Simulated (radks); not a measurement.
Neutral silver inside a hard spherical wall (all orbitals vanish at R), configuration held at [Kr] 4d10 5s1 and not refilled when levels cross. Method: scalar-relativistic Kohn-Sham, PBEsol, spin-polarised, spherical densities, finite nucleus; open shells are filled with parallel spins first (spin-orbit coupling, left out, can overturn this in heavy ions); Fermi nuclear charge, rms radius 4.5454 fm; computed with a radial shooting solver on a logarithmic mesh with Libxc functionals. Eigenvalues in eV for spin up, with the zero of energy where the potential of the charges vanishes at infinity; a dash marks a level that is unbound or too diffuse for the functional's potential to be trusted. A positive occupied level is held by the wall or, in an anion where self-interaction has pushed it up, behind a barrier. The pressure on the wall is -dE/dV.

R (bohr)  E (hartree)  kinetic (hartree)    e(4s)    e(4p)   e(4d)   e(5s)  e(5p, empty)  e(6s, empty)  pressure (GPa)
free      -5313.40200           5519.379  -94.906  -58.465  -7.505  -4.781        -0.921             -               0
20        -5313.40200           5519.379  -94.906  -58.465  -7.505  -4.781        -0.920             -        < 0.0001
15        -5313.40200           5519.379  -94.906  -58.465  -7.505  -4.781        -0.910         0.345        < 0.0001
12        -5313.40198           5519.379  -94.903  -58.462  -7.503  -4.778        -0.865         0.904        0.000404
10        -5313.40179           5519.381  -94.886  -58.445  -7.487  -4.762        -0.744         1.892         0.00576
7         -5313.39551           5519.425  -94.615  -58.174  -7.230  -4.453         0.178         7.027           0.355
5         -5313.33102           5519.763  -93.182  -56.761  -5.925  -2.498         3.688        21.414            8.50
4         -5313.12663           5520.696  -90.339  -54.001  -3.346   1.893        10.118        43.258            58.3
3.5       -5312.81668           5522.014  -87.213  -51.000  -0.438   7.280        17.378        65.308             176
